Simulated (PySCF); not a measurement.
**How methods differ on the ionisation energy of Br²⁺**

Br²⁺ [Ar] 3d10 4s2 4p3 (4S) → Br³⁺ [Ar] 3d10 4s2 4p2 (3P), as a difference of total energies. Calculation: PySCF 2.14, in aug-cc-pVQZ-DK; scalar relativity by spin-free X2C-1e. Correlated levels: valence: [Ar] 3d10 frozen. The calculations carry no spin-orbit coupling.

| method | ionisation energy (eV) |
| --- | --- |
| UHF | 34.645 |
| LDA | 35.305 |
| PBE | 35.120 |
| PBE0 | 35.232 |
| r2SCAN | 35.448 |
| LC-wPBE | 35.273 |
| wB97X-V | 34.949 |
| wB97X | 34.955 |
| revPBE | 35.076 |
| MP2 (valence) | 35.213 |
| SCS-MP2 (valence) | 35.055 |

How much does correlation contribute at MP2 (valence)?

35.213 − (34.645) = 0.568 eV, measured against UHF.

A first-order spin-orbit estimate (lowest level to lowest level, LS coupling) adds -0.425 eV.

Errors of the correlated levels include the incompleteness of this basis and the frozen core.

For comparison: 34.871 ± 0.019 eV (measured; NIST Atomic Spectra Database, ionization energies).
